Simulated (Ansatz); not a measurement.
A nudged elastic band was laid between two geometries of CH₇AlClNSi (12 atoms, charge 0, multiplicity 1).

Method: RKS B3LYP/6-31G in Ansatz 0.2.0.

```
movable images  : 4
climbing image  : no
spring          : 5.0 eV/Å²
optimiser       : quadratic models (default)
start path      : through a guess of the saddle point
force threshold : 0.03 eV/Å
iteration limit : 60
end points      : relaxed
```

Initial state:

```xyz
12
Properties=species:S:1:pos:R:3
C -1.065 0.929 -2.148
Al 0.075 -0.174 -0.977
N -0.140 -0.050 0.834
Si 0.811 -0.852 2.078
Cl 2.406 0.455 2.907
H -0.737 1.978 -2.142
H -2.113 0.915 -1.824
H -1.026 0.578 -3.186
H 1.199 -1.213 -1.440
H -0.844 0.598 1.182
H -0.015 -1.209 3.274
H 1.528 -2.012 1.475
```

Final state:

```xyz
12
Properties=species:S:1:pos:R:3
C -0.055 0.680 -1.974
Al -1.272 -0.080 -0.623
N -0.630 -0.619 1.002
Si 1.008 -0.509 1.632
Cl 1.340 1.324 2.845
H 0.333 -0.104 -2.639
H 0.807 1.186 -1.524
H -0.584 1.405 -2.604
H -2.843 -0.328 -0.809
H -1.318 -0.983 1.660
H 1.322 -1.629 2.572
H 1.969 -0.398 0.496
```

**Question.** Which bonds break or form, and what moves?

**Answer.** No bond is made or broken. The dihedral C1–Al2–N3–Si4 goes from -176 to 3°.

**Question.** Give the energies along the band, and the barrier.

**Answer.** It converged. The highest image is number 2 of 0 to 5, 38.1 kJ/mol above the first end and 37.6 kJ/mol above the last; the last end lies 0.5 kJ/mol above the first. No image climbed, so the highest image needn't sit at the top of the path. Limits of this set-up: no polarisation functions.

| image | path coordinate (Å) | energy (kJ/mol) | dihedral C1–Al2–N3–Si4 (°) |
| --- | --- | --- | --- |
| 0 | 0.00 | 0.0 | -176 |
| 1 | 1.96 | 14.9 | -132 |
| 2 | 3.93 | 38.1 | -85 |
| 3 | 5.89 | 10.9 | -30 |
| 4 | 7.85 | 0.7 | 4 |
| 5 | 9.82 | 0.5 | 3 |

**Question.** What is the geometry of the highest image?

**Answer.** 
```xyz
12
Properties=species:S:1:pos:R:3
C -0.605 1.070 -1.940
Al -0.440 -0.649 -0.994
N -0.433 -0.735 0.857
Si 0.936 -0.521 1.927
Cl 1.223 1.568 2.649
H 0.152 1.791 -1.606
H -1.583 1.529 -1.735
H -0.512 0.942 -3.024
H -0.323 -2.046 -1.778
H -1.324 -0.876 1.329
H 0.801 -1.315 3.187
H 2.186 -0.814 1.160
```

The run took 5.8 min on 1 thread of Intel(R) Xeon(R) Platinum 8559C (Emerald Rapids) (shared host), peak memory 0.21 GiB.
